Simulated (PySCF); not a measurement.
CH$_{2}$Cl$_{6}$Si$_{2}$, charge +1, doublet, at a GFN2-xTB geometry of the parent state (a state made from the parent by changing its charge; the spin is typed, not shown lowest); B3LYP/STO-3G in PySCF.

Input for PySCF:
```python
from pyscf import gto, scf, dft

mol = gto.Mole()
mol.atom = '''
    Cl    3.08799008   -0.39677225   -1.26569421
    Si    1.47398113    0.29321702   -0.19461162
    Cl    2.17933231    0.66766398    1.66884890
    Cl    0.97661910    2.06905610   -1.02181231
    C     0.10544345   -0.99510331   -0.21573527
    Si   -1.63560367   -0.25343323    0.20330251
    Cl   -2.05187644    0.25737694   -1.98728099
    Cl   -1.20310332   -0.20377725    2.43948372
    Cl   -2.91612256   -1.88424425    0.27626352
    H     0.33616261   -1.78103735    0.50587682
    H     0.05562643   -1.46347131   -1.19988467
'''
mol.basis = 'sto-3g'
mol.charge = 1
mol.spin = 1
mol.verbose = 4
mol.build()

mf = dft.UKS(mol)
mf.xc = 'b3lyp'
mf.kernel()
mf.analyze()
```

Question: Predict the main parts of the log of this PySCF run.

Answer: 
```
PySCF version 2.14.0

[INPUT] verbose = 4
[INPUT] num. atoms = 11
[INPUT] num. electrons = 137
[INPUT] charge = 1
[INPUT] spin (= nelec alpha-beta = 2S) = 1
[INPUT] symmetry False subgroup None
[INPUT] Mole.unit = angstrom
[INPUT] Symbol           X                Y                Z      unit          X                Y                Z       unit  Magmom
[...]
nuclear repulsion = 1313.9225671656
number of shells = 45
number of NR pGTOs = 237
number of NR cGTOs = 79
basis = sto-3g
ecp = {}

******** <class 'pyscf.dft.uks.UKS'> ********
method = UKS
initial guess = minao
damping factor = 0
level_shift factor = 0
DIIS = <class 'pyscf.scf.diis.CDIIS'>
diis_start_cycle = 1
diis_space = 8
diis_damp = 0
SCF conv_tol = 1e-09
SCF conv_tol_grad = None
SCF max_cycles = 50
direct_scf = True
direct_scf_tol = 1e-13
number electrons alpha = 69  beta = 68
XC library pyscf.dft.libxc version 7.1.2
    S. Lehtola, C. Steigemann, M. J. T. Oliveira, and M. A. L. Marques,  SoftwareX 7, 1–5 (2018)
XC functionals = b3lyp
    P. J. Stephens, F. J. Devlin, C. F. Chabalowski, and M. J. Frisch,  J. Phys. Chem. 98, 11623 (1994)
radial grids:
    Treutler-Ahlrichs [JCP 102, 346 (1995); DOI:10.1063/1.469408] (M4) radial grids

becke partition: Becke, JCP 88, 2547 (1988); DOI:10.1063/1.454033
pruning grids: <function nwchem_prune>
grids dens level: 3
symmetrized grids: False
atomic radii adjust function: <function treutler_atomic_radii_adjust>
small_rho_cutoff = 0
Set gradient conv threshold to 3.16228e-05
tot grids = 185376
init E= -3341.19835727504

cycle= 1 E= -3341.67699166375  delta_E= -0.479  |g|= 0.624  |ddm|= 3.03
cycle= 2 E= -3340.73316061556  delta_E= 0.944  |g|= 1.28  |ddm|= 3.71
cycle= 3 E= -3342.0614849292  delta_E= -1.33  |g|= 0.203  |ddm|= 2.74
cycle= 4 E= -3342.02154176716  delta_E= 0.0399  |g|= 0.253  |ddm|= 1.52
cycle= 5 E= -3342.01864788082  delta_E= 0.00289  |g|= 0.253  |ddm|= 1.39
cycle= 6 E= -3342.11563403679  delta_E= -0.097  |g|= 0.0558  |ddm|= 1.07
cycle= 7 E= -3342.11909962938  delta_E= -0.00347  |g|= 0.0244  |ddm|= 0.301
cycle= 8 E= -3342.11998275854  delta_E= -0.000883  |g|= 0.0103  |ddm|= 0.129
cycle= 9 E= -3342.120190571  delta_E= -0.000208  |g|= 0.00441  |ddm|= 0.0462
cycle= 10 E= -3342.12024527934  delta_E= -5.47e-05  |g|= 0.00208  |ddm|= 0.0358
cycle= 11 E= -3342.12027246789  delta_E= -2.72e-05  |g|= 0.00112  |ddm|= 0.0267
cycle= 12 E= -3342.12029596086  delta_E= -2.35e-05  |g|= 0.000842  |ddm|= 0.0312
cycle= 13 E= -3342.12031778065  delta_E= -2.18e-05  |g|= 0.000822  |ddm|= 0.0401
cycle= 14 E= -3342.12033050196  delta_E= -1.27e-05  |g|= 0.000747  |ddm|= 0.0313
cycle= 15 E= -3342.12033911121  delta_E= -8.61e-06  |g|= 0.000539  |ddm|= 0.0347
cycle= 16 E= -3342.12034103281  delta_E= -1.92e-06  |g|= 0.000576  |ddm|= 0.0115
cycle= 17 E= -3342.12034282827  delta_E= -1.8e-06  |g|= 0.000246  |ddm|= 0.0119
cycle= 18 E= -3342.12034388508  delta_E= -1.06e-06  |g|= 0.000216  |ddm|= 0.0124
cycle= 19 E= -3342.1203447626  delta_E= -8.78e-07  |g|= 0.000379  |ddm|= 0.0101
cycle= 20 E= -3342.12034523196  delta_E= -4.69e-07  |g|= 0.00021  |ddm|= 0.00239
cycle= 21 E= -3342.12034583603  delta_E= -6.04e-07  |g|= 0.000168  |ddm|= 0.00549
cycle= 22 E= -3342.12034651027  delta_E= -6.74e-07  |g|= 0.000139  |ddm|= 0.00789
cycle= 23 E= -3342.12034729733  delta_E= -7.87e-07  |g|= 0.000131  |ddm|= 0.00922
cycle= 24 E= -3342.1203474777  delta_E= -1.8e-07  |g|= 0.000128  |ddm|= 0.00236
cycle= 25 E= -3342.12034832471  delta_E= -8.47e-07  |g|= 0.000115  |ddm|= 0.0126
cycle= 26 E= -3342.12034911257  delta_E= -7.88e-07  |g|= 9.89e-05  |ddm|= 0.0168
cycle= 27 E= -3342.12034954086  delta_E= -4.28e-07  |g|= 8.19e-05  |ddm|= 0.015
cycle= 28 E= -3342.12034948146  delta_E= 5.94e-08  |g|= 8.15e-05  |ddm|= 0.00517
cycle= 29 E= -3342.12034974607  delta_E= -2.65e-07  |g|= 5.62e-05  |ddm|= 0.013
cycle= 30 E= -3342.12034981892  delta_E= -7.28e-08  |g|= 3.62e-05  |ddm|= 0.00771
cycle= 31 E= -3342.12034981702  delta_E= 1.9e-09  |g|= 3.05e-05  |ddm|= 0.00453
cycle= 32 E= -3342.12034982657  delta_E= -9.56e-09  |g|= 1.41e-05  |ddm|= 0.00201
cycle= 33 E= -3342.120349828  delta_E= -1.43e-09  |g|= 1.68e-05  |ddm|= 0.00227
cycle= 34 E= -3342.12034982903  delta_E= -1.02e-09  |g|= 2.97e-06  |ddm|= 0.00089
cycle= 35 E= -3342.12034982901  delta_E= 2e-11  |g|= 2.73e-06  |ddm|= 0.000157
Extra cycle  E= -3342.12034982905  delta_E= -4e-11  |g|= 4.39e-06  |ddm|= 4.61e-05
converged SCF energy = -3342.12034982905  <S^2> = 0.75353296  2S+1 = 2.0035298
**** SCF Summaries ****
Total Energy =                       -3342.120349829046518
Nuclear Repulsion Energy =            1313.922567165602686
One-electron Energy =                -7219.319216042626977
Two-electron Energy =                 2563.276299047977773
Two-electron Coulomb Energy =         2779.913567573995806
DFT Exchange-Correlation Energy =     -216.637268526017806
**** MO energy ****
                             alpha | beta                alpha | beta
[...]
To work with the spin densities directly, `use mulliken_meta_spin()` only printing them here.

 ** Mulliken spin pop alpha/beta on meta-lowdin orthogonal AOs **
 ** Mulliken Spin Density (per AO)  **
spin_pop of  0 Cl 1s       -0.00000
spin_pop of  0 Cl 2s       -0.00000
spin_pop of  0 Cl 3s        0.00027
spin_pop of  0 Cl 2px       0.00001
spin_pop of  0 Cl 2py       0.00002
spin_pop of  0 Cl 2pz       0.00001
spin_pop of  0 Cl 3px       0.04870
spin_pop of  0 Cl 3py       0.11072
spin_pop of  0 Cl 3pz       0.03968
spin_pop of  1 Si 1s       -0.00000
spin_pop of  1 Si 2s        0.00000
spin_pop of  1 Si 3s       -0.00547
spin_pop of  1 Si 2px       0.00000
spin_pop of  1 Si 2py       0.00000
spin_pop of  1 Si 2pz      -0.00000
spin_pop of  1 Si 3px      -0.00366
spin_pop of  1 Si 3py      -0.00422
spin_pop of  1 Si 3pz      -0.00526
spin_pop of  2 Cl 1s        0.00000
spin_pop of  2 Cl 2s       -0.00000
spin_pop of  2 Cl 3s        0.00030
spin_pop of  2 Cl 2px       0.00002
spin_pop of  2 Cl 2py       0.00000
spin_pop of  2 Cl 2pz      -0.00000
spin_pop of  2 Cl 3px       0.12498
spin_pop of  2 Cl 3py       0.01130
spin_pop of  2 Cl 3pz       0.00508
spin_pop of  3 Cl 1s       -0.00000
spin_pop of  3 Cl 2s       -0.00000
spin_pop of  3 Cl 3s        0.00003
spin_pop of  3 Cl 2px      -0.00000
spin_pop of  3 Cl 2py       0.00001
spin_pop of  3 Cl 2pz       0.00000
spin_pop of  3 Cl 3px       0.00041
spin_pop of  3 Cl 3py       0.02997
spin_pop of  3 Cl 3pz       0.01732
spin_pop of  4 C 1s       -0.00000
spin_pop of  4 C 2s        0.00565
spin_pop of  4 C 2px       0.15136
spin_pop of  4 C 2py       0.00307
spin_pop of  4 C 2pz       0.00705
spin_pop of  5 Si 1s       -0.00000
spin_pop of  5 Si 2s        0.00000
spin_pop of  5 Si 3s       -0.00873
spin_pop of  5 Si 2px       0.00001
spin_pop of  5 Si 2py      -0.00000
spin_pop of  5 Si 2pz      -0.00000
spin_pop of  5 Si 3px       0.00033
spin_pop of  5 Si 3py      -0.01073
spin_pop of  5 Si 3pz      -0.00999
spin_pop of  6 Cl 1s       -0.00000
spin_pop of  6 Cl 2s        0.00000
spin_pop of  6 Cl 3s       -0.00016
spin_pop of  6 Cl 2px       0.00002
spin_pop of  6 Cl 2py       0.00001
spin_pop of  6 Cl 2pz       0.00000
spin_pop of  6 Cl 3px       0.10134
spin_pop of  6 Cl 3py       0.04604
spin_pop of  6 Cl 3pz       0.02359
spin_pop of  7 Cl 1s       -0.00000
spin_pop of  7 Cl 2s       -0.00000
spin_pop of  7 Cl 3s       -0.00001
spin_pop of  7 Cl 2px       0.00002
spin_pop of  7 Cl 2py       0.00000
spin_pop of  7 Cl 2pz       0.00001
spin_pop of  7 Cl 3px       0.13416
spin_pop of  7 Cl 3py       0.00273
spin_pop of  7 Cl 3pz       0.06651
spin_pop of  8 Cl 1s        0.00000
spin_pop of  8 Cl 2s       -0.00000
spin_pop of  8 Cl 3s        0.00020
spin_pop of  8 Cl 2px       0.00002
spin_pop of  8 Cl 2py       0.00000
spin_pop of  8 Cl 2pz       0.00000
spin_pop of  8 Cl 3px       0.10702
spin_pop of  8 Cl 3py       0.01260
spin_pop of  8 Cl 3pz       0.00866
spin_pop of  9 H 1s       -0.00538
spin_pop of  10 H 1s       -0.00564
 ** Mulliken Spin Density (per atom)  **
spin density of  0 Cl =      0.19941
spin density of  1 Si =     -0.01860
spin density of  2 Cl =      0.14168
spin density of  3 Cl =      0.04774
spin density of  4 C =      0.16712
spin density of  5 Si =     -0.02912
spin density of  6 Cl =      0.17085
spin density of  7 Cl =      0.20343
spin density of  8 Cl =      0.12851
spin density of  9 H =     -0.00538
spin density of  10 H =     -0.00564
 ** Mulliken pop alpha/beta on meta-lowdin orthogonal AOs **
 ** Mulliken pop       alpha | beta **
In total            69.00000 | 68.00000
 ** Mulliken atomic charges   ( Nelec_alpha | Nelec_beta ) **
charge of  0Cl =     -0.06336  (     8.63139      8.43198 )
charge of  1Si =      0.76500  (     6.60820      6.62680 )
charge of  2Cl =     -0.08450  (     8.61309      8.47141 )
charge of  3Cl =     -0.13998  (     8.59386      8.54612 )
charge of  4C =     -0.30595  (     3.23654      3.06942 )
charge of  5Si =      0.78379  (     6.59355      6.62266 )
charge of  6Cl =     -0.05856  (     8.61470      8.44385 )
charge of  7Cl =     -0.05283  (     8.62813      8.42470 )
charge of  8Cl =     -0.05704  (     8.59277      8.46427 )
charge of  9H =      0.10625  (     0.44418      0.44957 )
charge of  10H =      0.10719  (     0.44358      0.44922 )

WARN: System has nonzero charge 1; the dipole moment is origin-dependent.
Location of origin: [0. 0. 0.]

Dipole moment(X, Y, Z, Debye): -1.71723, -1.18221,  0.20687
```
